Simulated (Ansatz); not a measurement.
The same hydrogenolysis along the group F, Cl, I.

Computed with Ansatz on PBE0-D4/def2-TZVP structures; ΔE is electronic, products minus reactants. CCSD(T)/CBS adds triple-zeta CCSD(T) − MP2 to the extrapolated MP2 energy (def2 sets, frozen cores). This one scheme is used for every species. Functionals use def2-TZVPP. Elements past krypton have def2 core potentials. For I outer-core shells are correlated without core-valence functions, which leaves a few kJ/mol of doubt a bond.

```csv
reaction,PBE-D4 (eV),HF/CBS(def2) (eV),CCSD(T)/CBS(def2) (eV)
`F[SiH]1CS1` + H₂ → `C1[SiH2]S1` + H–F,1.12,1.18,1.15
`Cl[SiH]1CS1` + H₂ → `C1[SiH2]S1` + HCl,0.82,0.64,0.80
`I[SiH]1CS1` + H₂ → `C1[SiH2]S1` + HI,0.75,0.45,0.74
```

Largest T1 diagnostic: 0.012, for `F[SiH]1CS1`.
